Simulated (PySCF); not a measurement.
Input of a run (PBE0-D3(BJ)/def2-SVP geometry optimisation, gas phase (PySCF 2.14.0)), started from GFN2-xTB:
```
{"job": {"xc": "PBE0", "basis": "def2-SVP", "d3": "d3bj", "grid": 1, "kind": "geom"}, "charge": 0, "multiplicity": 1}
C      3.471067    -0.486804     0.480780
C      2.270368     0.038042     0.314692
O      1.171780    -0.785520     0.214162
C     -0.050760    -0.301454     0.049018
O     -0.164971     1.049683    -0.020199
C     -1.393525     1.557481    -0.186891
F     -1.331295     2.884257    -0.234408
C     -2.523914     0.859998    -0.293036
C     -2.495120    -0.607256    -0.229087
O     -3.480695    -1.303602    -0.316819
C     -1.133532    -1.120147    -0.046342
Cl    -0.905570    -2.819370     0.050417
H      4.336684     0.141656     0.560700
H      3.608756    -1.551119     0.539187
H      2.084937     1.100100     0.250665
H     -3.471809     1.352999    -0.426154
```

Output (energies in Eh, forces in Eh/bohr):
```
step   0  E = -1053.43271728  max force = 0.026606
step   1  E = -1053.43401649  max force = 0.009234
step   2  E = -1053.43407242  max force = 0.007696
step   3  E = -1053.43473096  max force = 0.004704
step   4  E = -1053.43475922  max force = 0.002376
step   5  E = -1053.43480612  max force = 0.002232
step   6  E = -1053.43483626  max force = 0.000487
step   7  E = -1053.43483957  max force = 0.000396
optimisation converged
```

Q: Summarise the run.

A: The energy falls by 0.058 eV over 8 energy and gradient evaluations, the largest force component goes from 0.0266 to 4.0e-04 Eh/bohr, and the atoms move by 0.066 Å rms after alignment. The bond that changes most is C6–F7 (ends: unsaturated ring carbon; fluorine bonded to C), which shortens by 0.025 Å. Bonds longer at the end by more than 0.005 Å: 7 of 16; shorter: 4. The energy never rose by more than 1e-6 Eh on the way. The first step brought 61 % of the lowering.

Q: What are the final bond lengths?

A: C1=C2 1.328 Å, C2–O3 1.372 Å, O3–C4 1.320 Å, C4–O5 1.350 Å, O5–C6 1.338 Å, C6–F7 1.304 Å, C6–C8 1.338 Å, C8–C9 1.469 Å, C9=O10 1.212 Å, C9–C11 1.475 Å, C11–Cl12 1.709 Å, C4–C11 1.359 Å, C1–H13 1.090 Å, C1–H14 1.092 Å, C2–H15 1.091 Å, C8–H16 1.089 Å. Numbering counts from 1 in the input's order; the species is `C=COc1oc(F)cc(=O)c1Cl`.

The run used 192 basis functions and 61 SCF cycles in all. Rough CPU time on one thread of a shared machine: about 7 min.

Whether it is a minimum is left open (no frequencies). The numbers are those of one conformer.

The values belong to the conformer `[CH2:1]=[CH:2][O:3][c:4]1[o:5][c:6]([F:7])[cH:8][c:9](=[O:10])[c:11]1[Cl:12]`: C1–C2–O3–C4 -175°, C2–O3–C4–O5 2°.
